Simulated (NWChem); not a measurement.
# SOF, doublet; SMILES F[S]=O

Results from NWChem. Pople sets run with spherical d functions. Spin-unrestricted. Medium grid unless said otherwise, to which SCAN and Minnesota functionals are sensitive. In the optimisation the excess spin sits in a" (Cs, its own frame). Coordinates come from a PBE-D3(BJ)/def2-SVP, spin-unrestricted optimisation. No stability test was run on the SCF state. Level r2SCAN/6-31G*: energy and gradient; each run changes one setting, and changes count from the defaults (medium grid, exact Coulomb integrals, symmetry on).

| setting | size of the energy change (μHa) | largest change of a gradient component (μHa/bohr) |
|---|---|---|
| defaults | < 10 | < 30 |
| Coulomb fitting, Weigend set | 200 | 50 |
| Becke weights | < 10 | < 30 |
| tight SCF thresholds and tolerances | < 10 | < 30 |
| symmetry off | < 10 | other frame |
| Coulomb fitting, Ahlrichs set | 400 | 30 |
